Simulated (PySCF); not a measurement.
**Steps of a relaxation of [Y(H2CO)]3+**

[Y(H2CO)]3+ (singlet). PySCF 2.14.0, RKS PBE0, Y def2-SVP with ECP28, O def2-SVP, C def2-SVP, H def2-SVP; non-relativistic Hamiltonian with scalar-relativistic core potentials where named; density fitting; no spin-orbit coupling. Origin of the start: template. Columns: position (Å) and force (eV/Å). Energies are counted from the last step; some of the 8 steps are shown. Forces carry noise of the integration grid, about 0.01 to 0.03 eV/Å.

Run from Python with OMP_NUM_THREADS=2. Where DIIS fails, smearing, a level shift and second-order steps follow.
It took 11 s on 2 threads of Intel(R) Xeon(R) CPU @ 2.60GHz (Ice Lake), on a shared host, from the converged density of the start.

```xyz
5
step 0  E = 0.766 eV
Y     0.0000    0.0000   -0.7593     0.00    0.00    2.86
O     0.0000    0.0000    1.6407     0.00    0.00   -4.62
C     0.0000    0.0000    2.8607     0.00    0.00    1.67
H     0.9400    0.0000    3.4407     0.47    0.00    0.05
H    -0.9400    0.0000    3.4407    -0.47    0.00    0.05
```

```xyz
5
step 2  E = 0.218 eV
Y     0.0000    0.0000   -0.4117     0.00    0.00   -3.12
O     0.0000    0.0000    1.4993     0.00    0.00    4.60
C     0.0000    0.0000    2.8084     0.00    0.00   -0.79
H     0.9845    0.0000    3.3638    -0.33    0.00   -0.35
H    -0.9845    0.0000    3.3638     0.33    0.00   -0.35
```

```xyz
5
step 5  E = 0.000 eV
Y     0.0000    0.0000   -0.4825     0.00    0.00   -0.06
O     0.0000    0.0000    1.5519     0.00    0.00    0.10
C     0.0000    0.0000    2.8233     0.00    0.00   -0.03
H     0.9743    0.0000    3.3654    -0.01    0.00   -0.01
H    -0.9743    0.0000    3.3654     0.01    0.00   -0.01
```

Q: Where does the relaxation end?

A: It converges at step 7 in C2v:
```xyz
5
step 7  E = 0
Y     0.0000    0.0000   -0.4844
O     0.0000    0.0000    1.5531
C     0.0000    0.0000    2.8235
H     0.9737    0.0000    3.3657
H    -0.9737    0.0000    3.3657
```

Q: How did the contacts change?

A: 
| contact | start (Å) | end (Å) |
| --- | --- | --- |
| Y1–O2 (H2CO) | 2.400 | 2.038 |
